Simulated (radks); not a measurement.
Question: In10+, configuration [Kr] 4d3. Calculated with a radial shooting solver on a logarithmic mesh with Libxc functionals: scalar-relativistic Kohn-Sham, BLYP, spin-polarised, spherical densities, finite nucleus; open shells are filled with parallel spins first (spin-orbit coupling, left out, can overturn this in heavy ions); Fermi nuclear charge, rms radius 4.6156 fm. Some entries of the table are withheld. Estimate them.

| orbital | occ. | eigenvalue (eV) | r(max) (bohr) | <1/r> (bohr^-1) |
|---|---|---|---|---|
| 1s up | 1 | -27957.24 | 0.01922 | 51.85 |
| 1s down | 1 | -27957.23 | 0.01922 | 51.85 |
| 2s up | 1 | -4358.039 | 0.1086 | 11.82 |
| 2s down | 1 | -4356.979 | 0.1086 | 11.82 |
| 2p up | 3 | -3932.696 | 0.08691 | 11.38 |
| 2p down | 3 | -3931.882 | 0.08690 | 11.38 |
| 3s up | 1 | -984.6851 | 0.3151 | 4.191 |
| 3s down | 1 | -984.1478 | 0.3152 | 4.191 |
| 3p up | 3 | -845.4801 | 0.3083 | 3.994 |
| 3p down | 3 | -844.8666 | 0.3083 | 3.994 |
| 3d up | 5 | (1) | 0.2572 | 3.769 |
| 3d down | 5 | (2) | 0.2574 | 3.769 |
| 4s up | 1 | (3) | 0.7534 | 1.724 |
| 4s down | 1 | (4) | 0.7519 | 1.727 |
| 4p up | 3 | -257.8938 | 0.7890 | 1.600 |
| 4p down | 3 | -253.8717 | 0.7875 | 1.602 |
| 4d up | 3 | -190.8694 | 0.8489 | 1.396 |
| 4d down | 0 | -186.9442 | 0.8480 | 1.394 |

Answer: 
(1) 3d up eigenvalue (eV): -630.0320
(2) 3d down eigenvalue (eV): -629.0884
(3) 4s up eigenvalue (eV): -302.2976
(4) 4s down eigenvalue (eV): -298.3156
